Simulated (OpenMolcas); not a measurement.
Ru3+ with 6 ligands (fluoride, chloride on the axis) in tetragonal octahedral coordination (D4h) at 2.12 Å, the axial distance 2.599 Å. A charge of +0.5 e stands 3.2 Å behind each ligand. Ligand basis ANO-RCC-VDZP.
```
Ru    0.0000    0.0000    0.0000
F     2.1200    0.0000    0.0000
F     0.0000    2.1200    0.0000
F    -2.1200    0.0000    0.0000
F     0.0000   -2.1200    0.0000
Cl    0.0000    0.0000    2.5991
Cl    0.0000    0.0000   -2.5991
```

```yaml
Program: OpenMolcas
Method: "SS-CASPT2, IPEA 0.25 Eh, imaginary shift 0.1 Eh (closed shells correlated: 4s 4p and the ligand valence shells)"
Basis: ANO-RCC-VDZP [6s5p3d1f]
Scalar_Hamiltonian: DKH2, point nucleus
Active_space: 5 electrons in 5 orbitals (4d)
State_averaging: 2S+1 = 6 even, 1 root; 2S+1 = 4 even, 24 roots; 2S+1 = 2 even, 75 roots
Spin-orbit_coupling: state interaction with AMFI integrals over the reference wave functions
```

Q: What is the spin-free ground state?

A: A state of multiplicity 2, 1-fold in its orbital part; d5 allows 2S+1 = 6, so this is a state of lower spin.

Q: Where is the first state of the same spin?

A: 2E at 2630 cm-1 above the ground state.

Q: What are the lowest two levels with spin-orbit coupling?

A: A 2-fold level with g = 0.78, 3.31, 3.31, then a 2-fold level 770 cm-1 above it. Their leading multiplicities are 2 (69 %) and 6 (82 %).

Q: What is χT at 300 K?

A: 1.24 cm3 K/mol.

Over all roots computed the reference weight is 0.67 to 0.69; a low but even weight reflects the number of correlated electrons. Spin-orbit coupling mixes the spin-free states strongly: the lowest level takes only 57 % from its leading state, 2S+1 = 2. This shell can be high or low spin here, a state of another spin lies low, and with metal d orbitals alone active their balance is uncertain, so the ground spin may be wrong, although the usual error favours high spin. Ligand-to-metal charge-transfer states are missing. With no ligand orbital active B as a rule stays too high, so bands that hang on it stand too high and its fall with covalency is understated. With one d shell and no ligand orbital active, 10Dq can be off by a tenth or more. The distance lies 7 % over the 1.99 Å that this model takes as the normal distance (a Shannon-type radius plus a fixed donor radius); by an R⁻⁵ law this alone changes a d-shell field by about -27 %. No measured value stands beside these numbers; the geometry is a model, was not optimised and need not be the one that this ion takes.
